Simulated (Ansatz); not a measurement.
Ansatz (a quantum-chemistry and plane-wave program) input (RI-MP2/def2-QZVPPD):
A basis named .json is the Basis Set Exchange file of that set.

Ansatz 0.2 input:
```yaml
crystal:
  periodic: [false, false, false]
  atoms:
    - {symbol: Zn, position_ang: [-0.00000000, -0.00000000, -1.53611285]}
    - {symbol: I, position_ang: [0.00000000, 0.00000000, 0.86949784]}
basis:
  gaussian:
    orbitals: def2-QZVPPD.json
    fitting: {mean_field: def2-universal-jkfit, correlation: def2-QZVPPD-RIFIT.json}
total_charge: 1
magnetization: {spin_polarized: true, initial_magnetization: 2}
correlation: {method: mp2, electrons: outside_noble_gas}
```

End of the output:

```
integrals: 0.18 GiB planned
482 factors; integrals over basis functions are off by at most 9.7e-1 eV
608 factors; integrals over basis functions are off by at most 9.0e-1 eV
mean field: 0.66 GiB planned
mean field evaluation 1: about -56441.7401 eV, gradient 1.1e1 eV
mean field evaluation 2: about -56442.4339 eV, gradient 5.3e0 eV
mean field evaluation 4: about -56442.6011 eV, gradient 1.3e0 eV
mean field evaluation 8: about -56442.6236 eV, gradient 1.7e-6 eV
mean field evaluation 16: about -56441.6143 eV, gradient 6.1e0 eV
mean field -56442.62363833 eV, -2074.2281605243 hartree, gradient 1.7e-6 eV, S^2 2.014116; 4 other end points of the search recorded, 0 dependent functions left out
18 core orbitals not correlated
reference -56442.62363833 eV, -2074.2281605243 hartree; 10, 8 occupied and 163, 165 virtual orbitals, 608 factors
second order -17.09375530 eV of doubles, -0.00000000 eV of singles
Total energy: -56459.71739363 eV, -2074.8563444450 hartree
```

This state (charge 1, triplet) is run at the relaxed geometry of the species with charge 1 and multiplicity 1, and is a spin state other than that species' own.
